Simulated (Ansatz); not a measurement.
A nudged elastic band was laid between two geometries of CH₄BrClSi (8 atoms, charge 0, multiplicity 1).

Theory: RKS LDA/def2-SVP in Ansatz 0.2.0.

```json
{"movable images": "9", "climbing image": "yes", "spring": "5.0 eV/Å²", "optimiser": "lbfgs", "start path": "IDPP", "force threshold": "0.05 eV/Å", "iteration limit": "60", "end points": "relaxed"}
```

First end point:

```xyz
8
Properties=species:S:1:pos:R:3
Si -0.190 0.860 0.395
C 0.333 -0.746 -0.458
Cl 1.066 -1.821 0.743
Br -1.232 -1.526 -1.298
H -0.785 1.790 -0.628
H -1.199 0.497 1.445
H 1.028 1.486 1.020
H 1.070 -0.597 -1.274
```

Last end point:

```xyz
8
Properties=species:S:1:pos:R:3
Si -0.188 0.810 0.489
C 0.318 -0.806 -0.357
Cl -0.918 -2.033 -0.039
Br 0.547 -0.454 -2.251
H -1.499 1.234 -0.106
H -0.334 0.550 1.965
H 0.875 1.847 0.248
H 1.291 -1.205 -0.006
```

Question: What changes between the two ends?

Answer: No bond is made or broken. The dihedral H5–Si1–C2–Br4 goes from -59 to 62°. The two ends are copies of one structure, up to a mirror image or an exchange of like atoms.

Question: Give the energies along the band, and the barrier.

Answer: The forces met the threshold. The highest image is number 5 of 0 to 10, 0.162 eV above the ends, which have the same energy within 2 meV. Another band between the same ends (9 images) ends at a top of the same energy, where a vibrational analysis finds 1 clearly imaginary mode.

| image | path coordinate (Å) | energy (eV) | dihedral H5–Si1–C2–Br4 (°) |
| --- | --- | --- | --- |
| 0 | 0.00 | 0.000 | -59 |
| 1 | 0.38 | 0.017 | -47 |
| 2 | 0.76 | 0.059 | -34 |
| 3 | 1.14 | 0.109 | -22 |
| 4 | 1.52 | 0.149 | -10 |
| 5 | 1.89 | 0.162 | 2 |
| 6 | 2.28 | 0.148 | 14 |
| 7 | 2.65 | 0.107 | 26 |
| 8 | 3.03 | 0.057 | 38 |
| 9 | 3.41 | 0.016 | 50 |
| 10 | 3.79 | 0.000 | 62 |

Question: What is the geometry of the highest image?

Answer: 
```xyz
8
Properties=species:S:1:pos:R:3
Si -0.201 0.847 0.445
C 0.337 -0.784 -0.397
Cl 0.002 -2.172 0.649
Br -0.505 -0.950 -2.140
H -1.179 1.577 -0.429
H -0.819 0.525 1.775
H 1.030 1.692 0.648
H 1.426 -0.793 -0.607
```

The run took 89 s on 2 threads of Arm Neoverse V2 (shared host), peak memory 0.14 GiB.
